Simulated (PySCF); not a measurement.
## Excited states of V⁵⁺ (vanadium, charge +5)

Ground state [Ar], ¹S. All numbers are calculated (PySCF 2.14, the non-relativistic Hamiltonian (point nucleus), in aug-cc-pVTZ). Vertical excitation energies in eV without spin-orbit coupling; excited terms of each kind are numbered among those the solver found. Frozen: [Ne].

```
 term  leading excitation  EOM-EE-CCSD
1 3P°              3p → d       38.162
1 3F°              3p → d       39.978
1 1D°              3p → d       42.603
1 3D°              3p → d       42.806
1 1F°              3p → d       43.125
1 1P°              3p → d       55.717
 1 3D              3s → d       67.442
 1 1D              3s → d       69.614
 1 3S              3p → p       74.597
 2 3D              3p → p       75.952
 2 1D              3p → p       76.437
```

The solver can miss terms.
